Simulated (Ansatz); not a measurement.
C$_{5}$H$_{11}$F$_{3}$Zr (`CC(C)(C)[CH2][Zr]([F])([F])[F]`), relaxed with RKS PBE0-D4/def2-TZVP in the Gaussian-basis code of Ansatz from a GFN2-xTB geometry. The force threshold is 0.005 eV/Å; the program also tests the step.

The species carries charge 0 and has multiplicity 1. Zr takes the def2 core potential.

Start:

```xyz
20

C    -0.742   -0.023    1.248
C    -0.093    0.562   -0.028
C     0.128    2.070    0.166
C    -1.025    0.332   -1.232
C     1.230   -0.177   -0.286
Zr    0.734   -2.288    0.014
F     1.096   -2.505    1.833
F    -0.994   -2.851   -0.453
F     1.972   -3.009   -1.174
H    -1.616    0.564    1.532
H    -0.026    0.002    2.076
H    -1.063   -1.067    1.083
H    -0.819    2.591    0.289
H     0.640    2.491   -0.695
H     0.737    2.252    1.049
H    -0.651    0.870   -2.102
H    -1.073   -0.738   -1.480
H    -2.029    0.694   -1.017
H     1.979    0.141    0.465
H     1.615    0.086   -1.288
```

Question: By how much does the energy fall, and how many steps does the optimiser take? (Best estimate.)

Answer: The calculation gave: 29.47 kJ/mol, in 10 steps.

Question: Which bonds change most? (Best estimate.)

Answer: Computed: Zr6–F9 from 1.861 to 1.900 Å; Zr6–F7 from 1.866 to 1.902 Å; Zr6–F8 from 1.877 to 1.904 Å; C5–Zr6 from 2.189 to 2.208 Å.

Question: Give the relaxed structure. (An estimate is asked.)

Answer: The calculation gave: 
```xyz
20

C    -0.843    0.077    1.257
C    -0.174    0.582   -0.022
C     0.182    2.058    0.152
C    -1.143    0.436   -1.193
C     1.099   -0.234   -0.296
Zr    0.983   -2.423   -0.024
F     1.228   -2.737    1.835
F    -0.701   -3.035   -0.666
F     2.422   -3.130   -1.045
H    -1.710    0.691    1.517
H    -0.153    0.097    2.105
H    -1.220   -0.948    1.144
H    -0.715    2.661    0.325
H     0.682    2.444   -0.740
H     0.854    2.201    1.002
H    -0.692    0.803   -2.119
H    -1.435   -0.606   -1.349
H    -2.055    1.012   -1.014
H     1.887    0.055    0.422
H     1.504   -0.003   -1.291
```
